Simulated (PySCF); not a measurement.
Electron correlation in Pt²⁺ (platinum, charge +2)

[Xe] 4f14 5d7 6p1, one real determinant (an excited configuration). All numbers are calculated (PySCF 2.14, scalar relativity by spin-free X2C-1e, in ANO-RCC-VTZP (8s7p5d3f1g, 84 functions)). Frozen: [Xe] 4f14; 8 electrons correlated.

```csv
level,correlation energy (mhartree)
CCSD,-164.02
(T),-5.01
CCSD(T),-169.03
```

Diagnostics: T1 = 0.0095, D1 = 0.0243, largest double amplitude 0.058.

Task: Is a single reference adequate?

Result: Yes, within this model without spin-orbit coupling: T1 lies below 0.03 and no double amplitude reaches 0.07.

The reference is one real determinant that mixes LS terms of this configuration.
